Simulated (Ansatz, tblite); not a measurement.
Removing and adding an electron: the cluster Te₂Se₃ (the lowest singlet isomer of a short search). The state is a singlet with charge 0. Geometry: PBE-D4/def2-SVP. Ansatz, gas phase; energy differences of separate SCF runs; the oxidised species was run as a doublet alone; the reduced species was run as a doublet alone.

```
atom   x (Å)   y (Å)   z (Å)
 Se1   0.073   0.541  -2.003
 Se2  -1.579  -1.020  -0.882
 Se3   0.203   1.066   1.783
 Te4   1.819   0.810  -0.241
 Te5  -0.517  -1.397   1.344
```

In the def2 sets Te takes a core potential; there is no spin–orbit coupling. The xTB rows come from tblite. HOMO above LUMO, or a gap near zero within one spin, warns that the state may not be the lowest or that an electron is smeared out. The structure comes from a short search, and lower isomers may exist.

```
               level  −HOMO (eV)  vertical IE (eV)  −LUMO (eV)  vertical EA (eV)  HOMO–LUMO gap (eV)  IE − EA (eV)                                                                   remarks
            GFN1-xTB        9.31             12.33        7.44              4.54                1.87          7.79                                                                         –
            GFN2-xTB       10.26             12.59        8.75              6.55                1.51          6.04                                                                         –
    PBE-D4/def2-TZVP        5.12              7.42        3.51                 –                1.61             –                                                                         –
   PBE-D4/def2-TZVPD        5.16                 –        3.55              1.42                1.60             –  HOMO above zero (-1 doublet), gap within one spin near zero (-1 doublet)
 r2SCAN-D4/def2-TZVP        5.33              7.56        3.54                 –                1.79             –                                                                         –
r2SCAN-D4/def2-TZVPD        5.35                 –        3.56              1.49                1.79             –                                              HOMO above zero (-1 doublet)
   PBE0-D4/def2-TZVP        6.07              7.67        2.92                 –                3.15             –                                                                         –
  PBE0-D4/def2-TZVPD        6.10                 –        2.96              1.50                3.14             –                                                                         –
```

Relaxing the oxidised species (PBE-D4/def2-SVP) changes its energy by -0.12 eV at PBE-D4/def2-TZVP, so the adiabatic ionisation energy to this nearest minimum is 7.30 eV. At PBE0-D4/def2-TZVP it is 7.48 eV.     A HOMO above zero means that the electron is unbound at that level or that self-interaction error raises the level; the energy of removing that electron tells which. Raw xTB energy differences between charge states are shifted by several eV; the methods need an empirical correction for them.
